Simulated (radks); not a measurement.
Results of a calculation; reference values are marked as such.
Q: O, configuration [He] 2s2 2p(up 3, down 1). Code: a radial shooting solver on a logarithmic mesh with Libxc functionals. Model: non-relativistic Kohn-Sham, LDA (Slater exchange, Perdew-Wang correlation), spin-polarised, spherical densities, point nucleus. Some entries of the table are withheld. Estimate them.

| orbital | occ. | eigenvalue (hartree) | <r> (bohr) | <1/r> (bohr^-1) |
|---|---|---|---|---|
| 1s up | 1 | -18.76682 | (1) | 7.574 |
| 1s down | 1 | -18.71354 | (2) | 7.588 |
| 2s up | 1 | -0.91525 | 1.137 | 1.288 |
| 2s down | 1 | -0.80170 | 1.170 | 1.253 |
| 2p up | 3 | (3) | 1.228 | (4) |
| 2p down | 1 | (5) | 1.336 | (6) |

A: 
(1) 1s up <r> (bohr): 0.2011
(2) 1s down <r> (bohr): 0.2006
(3) 2p up eigenvalue (hartree): -0.38084
(4) 2p up <1/r> (bohr^-1): 1.130
(5) 2p down eigenvalue (hartree): -0.27244
(6) 2p down <1/r> (bohr^-1): 1.065
